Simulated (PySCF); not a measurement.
C2H6AlBiO.
Atom-mapped SMILES: `[CH2:1]=[CH:2][O:3][AlH:4][BiH2:5]` (hydrogens: H6, H7 on C1; H8 on C2; H9 on Al4; H10, H11 on Bi5)

Method: PBE0-D3(BJ)/def2-SVP geometry optimisation, gas phase, def2 core potentials past Kr in PySCF 2.14.0; density fitting, grid level 1; the optimiser is geomeTRIC in internal coordinates, started from a GFN2-xTB structure with every atom displaced at random (about 0.01 Å).

Step 0: E = -16643.3058 eV
```
atom  x, y, z in Å  |  force x, y, z in eV/Å
C1     -2.5061    0.4559    0.4684   -2.598   2.588   0.059
C2     -1.5628   -0.4187    0.4074    2.579  -1.121  -0.447
O3     -0.3139   -0.1385    0.0327    0.554  -0.032  -0.111
Al4     1.1945    0.3807   -0.5921   -1.094  -0.332   0.542
Bi5     3.3124    0.0290    0.9238    0.274  -0.002   0.729
H6     -3.5212    0.2139    0.7746   -0.049  -0.245   0.096
H7     -2.3396    1.5052    0.1922    0.099  -0.155   0.026
H8     -1.7066   -1.4489    0.6686   -0.202  -0.932   0.241
H9      1.1416    0.9468   -2.0191    0.059   0.291  -0.711
H10     3.6335   -1.1425   -0.3728    0.137  -0.287  -0.264
H11     3.9679    1.2928   -0.1381    0.241   0.228  -0.161
```

Step 1: E = -16643.4829 eV
```
atom  x, y, z in Å  |  force x, y, z in eV/Å
C1     -2.5626    0.4812    0.4694    0.444  -0.300  -0.037
C2     -1.5668   -0.4166    0.4164   -0.315   0.140  -0.041
O3     -0.3155   -0.1570    0.0468   -0.083  -0.061   0.070
Al4     1.1329    0.3986   -0.6370   -0.006   0.184  -0.333
Bi5     3.3172    0.0473    0.9149    0.161  -0.034  -0.005
H6     -3.5506    0.1697    0.7960   -0.143  -0.026   0.043
H7     -2.3945    1.5220    0.1941   -0.028   0.116  -0.023
H8     -1.7435   -1.4683    0.6950    0.046   0.103  -0.025
H9      1.0957    1.0091   -2.1277   -0.039  -0.119   0.275
H10     3.7255   -1.1977   -0.3365   -0.001   0.042   0.066
H11     4.1619    1.2874   -0.0858   -0.036  -0.044   0.010
```

Problem. Estimate the geometry and energy of step 2. (The exact step hangs on the optimiser's Hessian estimate; all steps are aligned on step 1, rigid shifts and turns removed.)

Solution. E = -16643.4925 eV, largest force 0.111 eV/Å
```
atom  x, y, z in Å  |  force x, y, z in eV/Å
C1     -2.5762    0.4824    0.4569    0.082  -0.031  -0.015
C2     -1.5855   -0.4139    0.4087   -0.075   0.002  -0.008
O3     -0.3252   -0.1590    0.0697    0.039  -0.011   0.065
Al4     1.1350    0.3962   -0.5945    0.006   0.054  -0.097
Bi5     3.3823    0.0551    0.9047   -0.005  -0.013   0.049
H6     -3.5729    0.1656    0.7664   -0.004   0.020  -0.013
H7     -2.4084    1.5308    0.1972   -0.029  -0.004   0.009
H8     -1.7669   -1.4648    0.6745   -0.003  -0.001  -0.003
H9      1.0712    0.9994   -2.0658   -0.005  -0.007   0.040
H10     3.7649   -1.1982   -0.3342    0.006  -0.021   0.001
H11     4.1815    1.2821   -0.1379   -0.012   0.013  -0.027
```

The energy changes by -0.0096 eV. The first-order estimate −F·Δx gives -0.0203 eV and the mean of the old and new forces, exact on a quadratic surface, -0.0108 eV. The step makes an angle of 80° with the force vector and moves no atom by more than 0.067 Å.

The cost below is that of the whole optimisation. The run took 1.9 min on one thread of an Arm Neoverse V1 (shared host), and the process peaked at 0.50 GiB of memory.
